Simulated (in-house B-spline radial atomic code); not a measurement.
**Ionising Tm+ with different functionals**

Computed with an all-electron radial atomic-structure program (B-spline basis): four-component Dirac-Coulomb Hamiltonian, Fermi nucleus of rms radius 5.2256 fm, spin-restricted, spherical fractional occupations for the functionals. The ionisation energy is the difference of two self-consistent energies, [Xe] 4f13 6s1 → [Xe] 4f13, without Breit or QED terms; ε is the level of the shell that loses the electron (mean over j).

Hybrids are left out here: with spherical fractional occupations of an open shell their exact exchange keeps a self-interaction that integer-occupation calculations don't have.

| method | rung | ΔSCF (eV) | -ε(6s) (eV) |
| --- | --- | --- | --- |
| LDA VWN5 | LDA | 12.31 | 9.44 |
| relativistic LDA | LDA | 12.28 | 9.42 |
| LDA PW92 | LDA | 12.31 | 9.44 |
| LDA exchange-only | LDA | 11.42 | 8.53 |
| PBE | GGA | 12.10 | 9.16 |
| PBEsol | GGA | 11.98 | 9.15 |
| BLYP | GGA | 12.25 | 9.23 |
| RPBE | GGA | 12.04 | 9.01 |
| PW91 | GGA | 12.14 | 9.19 |
| BP86 | GGA | 12.12 | 9.35 |
| AM05 | GGA | 11.95 | 9.11 |
| OLYP | GGA | 11.97 | 8.76 |

**Question.** How do they compare with the NIST value?

**Answer.** NIST lists 12.06 eV ± 0.02 (semi-empirical, ground level to ground level). Errors run from -0.65 to +0.24 eV; RPBE is closest (-0.02 eV), though others lie within the uncertainty of it, and part of that can be cancellation, since the calculations leave out Breit-QED terms, spin polarisation, the choice among j levels, multiplet and fine-structure energies.
